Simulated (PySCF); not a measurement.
Ag2 (SMILES [Ag][Ag]), singlet, geometry from GFN2-xTB (such geometries of metal compounds can be far from the true shape) (core potentials on Ag). Base run: PySCF with HF/def2-SVP.

Here is a job for PySCF.
```python
from pyscf import gto, scf

mol = gto.M(
    atom='''
Ag   -0.00000000   -0.00000000   -1.29645102
Ag    0.00000000    0.00000000    1.29645102
''',
    basis='def2-svp',
    ecp={'Ag': 'def2-svp'},
    verbose=3,
)

mf = scf.RHF(mol)
mf.kernel()
mf.analyze()
```

Each row names what was changed in the base input (with any setting that the change needs).

| change | basis functions | E (Eh) | HOMO (eV) | HOMO-LUMO gap (eV) |
|---|---|---|---|---|
| base | 62 | -292.18206 | -6.24 | 6.44 |
| basis = jorge-DZP-DKH; relativity = spin-free X2C; nucleus = Gaussian (with nucmod='G'; without ecp={'Ag': 'def2-svp'}) | 96 | -10619.97763 | -6.54 | 6.60 |
| basis = x2c-SVPall; relativity = spin-free X2C; nucleus = Gaussian (with nucmod='G'; without ecp={'Ag': 'def2-svp'}) | 106 | -10624.62907 | -6.24 | 6.39 |
| basis = Sapporo-DKH3-DZP-2012; relativity = spin-free X2C; nucleus = Gaussian (with nucmod='G'; without ecp={'Ag': 'def2-svp'}) | 98 | -10624.99559 | -6.27 | 6.54 |
| basis = Sapporo-DKH3-DZP-2012; relativity = none (without ecp={'Ag': 'def2-svp'}) | 98 | -10166.28581 | -5.32 | 5.83 |
| basis = jorge-DZP-DKH; relativity = spin-free X2C (without ecp={'Ag': 'def2-svp'}) | 96 | -10620.17068 | -6.54 | 6.60 |
| basis = x2c-SVPall; relativity = spin-free X2C (without ecp={'Ag': 'def2-svp'}) | 106 | -10624.79849 | -6.24 | 6.39 |
| basis = x2c-SVPall; relativity = none (without ecp={'Ag': 'def2-svp'}) | 106 | -10213.11459 | -5.35 | 5.64 |
| basis = Sapporo-DKH3-DZP-2012; relativity = spin-free X2C (without ecp={'Ag': 'def2-svp'}) | 98 | -10625.19726 | -6.27 | 6.54 |
| basis = jorge-DZP-DKH; relativity = none (without ecp={'Ag': 'def2-svp'}) | 96 | -10319.42974 | -5.99 | 6.17 |

Absolute energies of different levels of theory aren't comparable as measures of quality.

Basis sets contracted for a relativistic Hamiltonian are a mismatch without it, so the rows without relativity aren't non-relativistic limits. No row has spin-orbit coupling; sets with core potentials leave out the core electrons.
